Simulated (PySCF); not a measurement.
Si(H)(OMe), SMILES CO[SiH], B3LYP/def2-SVP optimised geometry.

```
7

Si    -1.53    -1.02     0.00
H     -1.73     0.53     0.00
O      0.13    -1.02     0.00
C      1.08     0.03     0.00
H      1.72    -0.06     0.89
H      1.73    -0.06    -0.89
H      0.59     1.02     0.00
```

Density from B3LYP/def2-TZVP in PySCF 2.14.0 at that geometry.

Minimum of the electron density along straight lines between bonded atoms, close to the bond critical point (lines longer than 1.1 times the sum of covalent radii, or with two minima, are not listed):

| bond | length / Å | ρ at the minimum / e bohr⁻³ | ∇²ρ there / e bohr⁻⁵ | position (fraction from the first atom) |
|---|---|---|---|---|
| Si1–H2 | 1.560 | 0.109 | 0.06 | 0.48 |
| Si1–O3 | 1.666 | 0.128 | 0.77 | 0.41 |
| O3–C4 | 1.411 | 0.256 | -0.53 | 0.65 |
| C4–H5 | 1.103 | 0.279 | -0.97 | 0.65 |
| C4–H6 | 1.103 | 0.279 | -0.97 | 0.65 |
| C4–H7 | 1.106 | 0.278 | -0.96 | 0.65 |
